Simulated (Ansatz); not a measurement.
Ge (SMILES [Ge-]), charge -1, quartet (a gas-phase anion, which may not be bound at this level); BLYP-D4/6-311G** (Ansatz, a program for electronic structure).

Ansatz was given this input:
Ansatz 0.2 input:
```yaml
crystal:
  periodic: [false, false, false]
  atoms:
    - {symbol: Ge, position_ang: [0.00000000, 0.00000000, 0.00000000]}
basis:
  gaussian:
    orbitals: 6-311G__.json
hamiltonian:
  xc: blyp
  dispersion: d4
total_charge: -1
magnetization: {spin_polarized: true, initial_magnetization: 3}
```
The basis file holds 6-311G** in the JSON format of the Basis Set Exchange.

The log (banner, timings and long lists left out):

```
Functional definition: BLYP
359 factors; their error is unknown
mean field evaluation 1: about -56516.4850 eV, gradient 2.7e1 eV
mean field evaluation 2: about -56515.1966 eV, gradient 4.2e1 eV
mean field evaluation 4: about -56517.6035 eV, gradient 3.7e-1 eV
mean field evaluation 8: about -56517.6010 eV, gradient 6.3e-4 eV
mean field -56517.60098614 eV, -2076.9835272350 hartree, gradient 5.6e-5 eV, S^2 3.750241; 0 other end points of the search recorded, 0 dependent functions left out
reference -56517.60114904 eV, -2076.9835332212 hartree; 18, 15 occupied and 26, 29 virtual orbitals, 359 factors
Total energy: -56517.60114904 eV, -2076.9835332212 hartree
```
